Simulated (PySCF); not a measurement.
Species: C₅H₅P₂ (charge -1).
Numbering: `[CH2:1]=[CH:2][c:3]1[cH:4][p:5][cH:6][p-:7]1`

Geometry (GFN2-xTB, Å), atoms numbered from 1 in this order:
```xyz
12
C5H5P2 angstrom
C     -2.0708    1.0830   -0.1380
C     -1.2965    0.2419    0.5512
C      0.0424   -0.1784    0.2292
C      0.7663    0.2310   -0.8810
P      2.3692   -0.3901   -1.0935
C      2.3063   -1.3440    0.3543
P      0.8739   -1.3072    1.3059
H     -1.7414    1.5496   -1.0517
H     -3.0683    1.3368    0.1889
H     -1.6915   -0.1939    1.4656
H      0.3588    0.9212   -1.6097
H      3.1528   -1.9506    0.6529
```

NICS is the negative of the GIAO shielding at a point without a nucleus: at the ring centre (0) and 1 Å above and below it (1); zz is the component along the ring normal. Level: GIAO PBE0/pcSseg-1 (PySCF, non-relativistic, gas phase) on the GFN2-xTB geometry, one conformer.

Ring bond lengths (Å), with Mayer bond orders in brackets: C3–C4 1.387 (1.47), C4–P5 1.732 (1.31), P5–C6 1.735 (1.28), C6–P7 1.720 (1.36), P7–C3 1.768 (1.17).

Q: What do the NICS probes read (ppm)?

A: 
| ring | type | NICS(0) | NICS(1), two faces | NICS(1)zz, two faces | rms pucker (Å) | centre to ring atoms, mean (Å) |
| --- | --- | --- | --- | --- | --- | --- |
| C3–C4–P5–C6–P7 | 5-membered ring with 2 P; formal bonds all aromatic | -10.1 | -10.8 / -10.8 | -27.4 / -27.5 | 0.00 | 1.41 |

Q: What can be read from them?

A: 
- C3–C4–P5–C6–P7: mean NICS(1)zz -27.5 ppm, shielded.

Q: How equal are the bonds by HOMA? HOMA = 1 − mean of α(R − Ropt)² over the ring bonds, with Krygowski's 1993 parameters (CC: Ropt 1.388 Å, α 257.7 Å⁻²; CP: Ropt 1.698 Å, α 118.91 Å⁻²).

A: 
- C3–C4–P5–C6–P7: HOMA 0.81; the largest term is that of P7–C3, α(R − Ropt)² = 0.58.

Q: List the ring angles and the Hirshfeld charges of the ring atoms.

A: 
- C3–C4–P5–C6–P7: C3 115.5° (-0.116 e), C4 118.4° (-0.174 e), P5 93.5° (-0.144 e), C6 118.7° (-0.244 e), P7 93.9° (-0.132 e); sum 540.0° against 540° for a flat convex ring.

The run took 21 s on one thread, Arm Neoverse V1 (aarch64) (shared host), and the process peaked at 0.72 GiB of memory. This is the whole shielding run at PBE0/pcSseg-1, SCF included.
